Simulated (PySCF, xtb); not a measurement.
AlH3Se, SMILES [AlH2][SeH].

GFN2-xTB (xtb) at its own geometry gives an orbital gap of 4.52 eV and a dipole moment of 1.37 D.

The structure is a stationary point at r2SCAN-D4/def2-TZVP.

Problem. What does ωB97X/def2-TZVPD (PySCF) give? (Estimate from the structure and the level; the computed values follow.)

Solution. gap 10.03 eV (levels -9.68 and 0.35 eV), dipole 0.85 D.
